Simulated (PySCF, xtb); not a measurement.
C₂H₂N, SMILES [CH2]C#N, multiplicity 2.

Harmonic wavenumbers (cm⁻¹) from GFN2-xTB (xtb 6.7.1) at its own minimum, in rising order: 372, 383, 681, 925, 1136, 1352, 2198, 3111, 3148.

**Question.** What does PBE-D3(BJ)/def2-TZVP in PySCF give at its own minimum? (An estimate is asked for; the answer gives what the named calculation found.)

**Answer.** 374, 422, 657, 994, 1054, 1394, 2077, 3098, 3198. Paired by order, the mean absolute difference is 49 cm⁻¹ and the zero-point energies are 19.0 and 19.0 kcal/mol.
